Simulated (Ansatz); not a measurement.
Cartesian coordinates in Å:
```
C 0.6367 0.6502 0.9989
N -0.2276 0.0040 0.0451
C -1.6185 0.0882 0.4282
Al 0.2568 -0.8208 -1.4449
S 2.3509 -0.9752 -2.0656
H 0.3943 1.7172 1.1053
H 0.5492 0.1957 1.9960
H 1.6837 0.5800 0.6966
H -1.9519 1.1324 0.5101
H -1.7985 -0.3897 1.4016
H -2.2554 -0.4077 -0.3088
H -0.8536 -1.4667 -2.3582
H 2.8340 -0.3077 -1.0044
```

The species carries charge 0 and has multiplicity 1.

List the CAM-B3LYP/def2-TZVPP orbital energies in eV (Ansatz 0.2.0). (Estimate.)

Ansatz gave: Occupied: -2419.39, -1526.29, -391.11, -279.47, -279.42, -217.46, -162.04, -161.93, -161.87, -114.35, -75.06, -74.93, -74.89, -26.63, -21.69, -21.49, -18.90, -15.19, -14.37, -14.16, -13.22, -12.52, -11.96, -11.73, -10.61, -9.88, -9.01, -7.89. Lowest empty: 0.52, 1.20, 1.48, 1.96, 2.92, 3.14, 3.92, 3.96.
